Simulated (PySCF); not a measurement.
CH$_{7}$NOSi, CH$_{6}$N$_{2}$Si, CH$_{6}$NOSi, CH$_{6}$BOSi and others (calculated)

Computed with PySCF 2.14.0. Calculation on a computer-drawn molecule: the log of a Hartree-Fock and frozen-core CCSD(T) single point meant for a local Hartree-Fock minimum, with one planted fault or none, to be diagnosed. Offsets are logged minus clean, where the clean run is the same molecule without the fault. The reference is restricted for singlets and unrestricted otherwise, and also for a bond in bohr or an excited solution. Adding or removing an electron swaps singlet and doublet. The excited solution moves the top pair (singlet) or top alpha electron (doublet) to the lowest empty orbital. Highest occupied and lowest empty are orbital energies over both spins, largest force is the largest gradient component, triples share is (T) over the correlation energy, the T1 limit is 0.02 restricted and 0.045 unrestricted, electrons count all cores, a negative frequency is imaginary (commonest isotopes), and the dipole is about the centre of nuclear charge.

Common to all runs: meant basis cc-pV(D+d)Z; logged SCF converged yes; logged CC converged yes; logged SCF stable within its kind yes; possible faults no fault, one electron removed, one electron added, multiplicity raised by two, geometry at a saddle point, SCF held on an excited solution, minimal basis STO-3G, one bond length entered in bohr, all coordinates scaled.

(1) CH$_{7}$NOSi

Logged structure:
```xyz
11
CH7NOSi
C     -0.4397    -0.8585    -1.6350
N      0.5138    -0.3995    -0.6432
Si     1.0600    -1.2862     0.7108
O     -0.1519    -1.5948     1.7873
H     -1.1598    -0.0756    -1.8877
H     -1.0072    -1.7021    -1.2392
H      0.0410    -1.1888    -2.5617
H      1.0416     0.4022    -0.9277
H      1.5588    -2.6356     0.3843
H      2.1335    -0.4576     1.3040
H     -0.6627    -0.8613     2.0960
```

| Property | Result |
| --- | --- |
| meant charge | 0 |
| meant multiplicity | 1 |
| logged electrons | 43 |
| logged basis functions | 100 |
| logged spin squared | 0.7553 |
| logged highest occupied | 4.1591 eV |
| logged lowest empty | 9.0708 eV |
| logged largest force | 0.032804 hartree/bohr |
| logged T1 diagnostic | 0.02441 |
| logged D1 diagnostic | 0.15932 |
| logged triples share | 0.026943 |
| logged dipole magnitude | 2.5272 debye |
| logged energy HF | -460.10171 hartree |
| logged energy CCSD(T) | -460.79621 hartree |
| planted fault | one electron added |
| HF energy offset from clean run | 102.3 kcal/mol |
| CCSD(T) energy offset from clean run | 83.95 kcal/mol |

Drawn bonds:
```tsv
atom	other atom	order
1	2	1
2	3	1
3	4	1
1	5	1
1	6	1
1	7	1
2	8	1
3	9	1
3	10	1
4	11	1
```

Notes: highest electron not bound in this basis.

(2) CH$_{6}$N$_{2}$Si

Logged structure:
```xyz
10
CH6N2Si
C     -2.2326     0.1221     2.0429
N     -1.5193    -0.3433     0.9082
Si    -0.1165    -1.1799     0.9186
N      0.5933    -1.5577     2.2179
H     -1.7093    -0.1588     2.9214
H     -2.3243     1.1833     2.0320
H     -3.2093    -0.3009     2.0845
H     -1.9326    -0.1276     0.0507
H      0.2311    -1.4356    -0.4542
H      1.4306    -2.0545     2.2772
```

| Property | Result |
| --- | --- |
| meant charge | 0 |
| meant multiplicity | 1 |
| logged electrons | 40 |
| logged basis functions | 95 |
| logged spin squared | 0 |
| logged highest occupied | -9.4355 eV |
| logged lowest empty | 3.8723 eV |
| logged largest force | 0.032741 hartree/bohr |
| logged T1 diagnostic | 0.014242 |
| logged D1 diagnostic | 0.051098 |
| logged triples share | 0.028721 |
| logged dipole magnitude | 3.1877 debye |
| logged energy HF | -439.1849 hartree |
| logged energy CCSD(T) | -439.8142 hartree |
| planted fault | all coordinates scaled, by -2.5 % |
| HF energy offset from clean run | 4.661 kcal/mol |
| CCSD(T) energy offset from clean run | 9.156 kcal/mol |

Drawn bonds:
```tsv
atom	other atom	order
1	2	1
2	3	1
3	4	2
1	5	1
1	6	1
1	7	1
2	8	1
3	9	1
4	10	1
```

(3) CH$_{6}$NOSi

Logged structure:
```xyz
10
CH6NOSi
C     -1.1339     0.7130     0.7893
N     -1.0405     0.1327    -0.5377
Si    -2.2321    -0.8802    -1.2547
O     -1.5405    -1.7149    -2.5043
H     -1.7125     0.0551     1.4394
H     -0.1419     0.8195     1.2350
H     -1.6157     1.6964     0.7975
H     -0.4808     0.6830    -1.1631
H     -2.7196    -1.7766    -0.1684
H     -0.7301    -2.1733    -2.3295
```

| Quantity | Value |
| --- | --- |
| meant charge | 0 |
| meant multiplicity | 2 |
| logged electrons | 41 |
| logged basis functions | 95 |
| logged spin squared | 3.7628 |
| logged highest occupied | -2.1608 eV |
| logged lowest empty | -0.27888 eV |
| logged largest force | 0.083594 hartree/bohr |
| logged T1 diagnostic | 0.057618 |
| logged D1 diagnostic | 0.38806 |
| logged triples share | 0.026409 |
| logged dipole magnitude | 3.7966 debye |
| logged energy HF | -459.399 hartree |
| logged energy CCSD(T) | -460.0205 hartree |
| planted fault | multiplicity raised by two |
| HF energy offset from clean run | 149.1 kcal/mol |
| CCSD(T) energy offset from clean run | 160.8 kcal/mol |

Drawn bonds:
```tsv
atom	other atom	order
1	2	1
2	3	1
3	4	1
1	5	1
1	6	1
1	7	1
2	8	1
3	9	1
4	10	1
```

Notes: T1 above single-reference limit.

(4) CH$_{6}$BOSi

Logged structure:
```xyz
10
CH6BOSi
C     -0.4476     1.8494    -0.2924
O     -1.4375     0.8391    -0.1960
B     -1.4001    -0.4207    -0.5178
Si     0.2810    -1.3760    -1.3333
H     -0.2654     2.2433     0.7026
H     -0.8248     2.6351    -0.9397
H      0.4846     1.4477    -0.7055
H     -2.3239    -1.1648    -0.3806
H      1.2719    -2.1052    -0.5291
H      0.5038    -1.5421    -2.7767
```

| Property | Result |
| --- | --- |
| meant charge | 1 |
| meant multiplicity | 1 |
| logged electrons | 38 |
| logged basis functions | 95 |
| logged spin squared | 0 |
| logged highest occupied | -16.577 eV |
| logged lowest empty | -5.7243 eV |
| logged largest force | 3.201e-05 hartree/bohr |
| logged lowest frequency | 98.654 cm⁻¹ |
| logged T1 diagnostic | 0.017023 |
| logged D1 diagnostic | 0.062348 |
| logged triples share | 0.027452 |
| logged dipole magnitude | 4.5806 debye |
| logged energy HF | -429.57522 hartree |
| logged energy CCSD(T) | -430.12682 hartree |
| planted fault | no fault |
| HF energy offset from clean run | 0 kcal/mol |
| CCSD(T) energy offset from clean run | 0 kcal/mol |

Drawn bonds:
```tsv
atom	other atom	order
1	2	1
2	3	1
3	4	1
1	5	1
1	6	1
1	7	1
3	8	1
4	9	1
4	10	1
```

(5) CH$_{6}$BOSi

Structure as in entry 4.

| Item | Value |
| --- | --- |
| meant charge | 1 |
| meant multiplicity | 1 |
| logged electrons | 38 |
| logged basis functions | 95 |
| logged spin squared | 2.0204 |
| logged highest occupied | -13.808 eV |
| logged lowest empty | -7.9311 eV |
| logged largest force | 0.064241 hartree/bohr |
| logged T1 diagnostic | 0.024955 |
| logged D1 diagnostic | 0.12645 |
| logged triples share | 0.031018 |
| logged dipole magnitude | 1.0607 debye |
| logged energy HF | -429.47598 hartree |
| logged energy CCSD(T) | -430.02831 hartree |
| planted fault | multiplicity raised by two |
| HF energy offset from clean run | 62.27 kcal/mol |
| CCSD(T) energy offset from clean run | 61.82 kcal/mol |

Drawn bonds:
```tsv
atom	other atom	order
1	2	1
2	3	1
3	4	1
1	5	1
1	6	1
1	7	1
3	8	1
4	9	1
4	10	1
```

(6) C$_{2}$H$_{8}$OSi

Logged structure:
```xyz
12
C2H8OSi
C     -1.1649     0.3320    -0.2456
O     -0.5255     1.2035    -1.1248
C      0.4396     3.4257    -0.0101
Si     2.2818     3.2387     0.4214
H     -1.4773    -0.5391    -0.8191
H     -0.5030    -0.0006     0.5614
H     -2.0512     0.7958     0.2023
H     -0.1519     3.7184     0.8659
H      0.3252     4.2312    -0.7404
H      2.4931     2.0994     1.3456
H      2.7644     4.4813     1.0751
H      3.0637     3.0041    -0.8133
```

| Quantity | Value |
| --- | --- |
| meant charge | 0 |
| meant multiplicity | 1 |
| logged electrons | 42 |
| logged basis functions | 105 |
| logged spin squared | 0.9788 |
| logged highest occupied | -10.888 eV |
| logged lowest empty | 2.7324 eV |
| logged largest force | 0.03412 hartree/bohr |
| logged T1 diagnostic | 0.017739 |
| logged D1 diagnostic | 0.095439 |
| logged triples share | 0.023064 |
| logged dipole magnitude | 1.7641 debye |
| logged energy HF | -444.08681 hartree |
| logged energy CCSD(T) | -444.69134 hartree |
| planted fault | one bond length entered in bohr, row 2 of the drawn bonds |
| HF energy offset from clean run | 50.9 kcal/mol |
| CCSD(T) energy offset from clean run | 80.69 kcal/mol |

Drawn bonds:
```tsv
atom	other atom	order
1	2	1
2	3	1
3	4	1
1	5	1
1	6	1
1	7	1
3	8	1
3	9	1
4	10	1
4	11	1
4	12	1
```
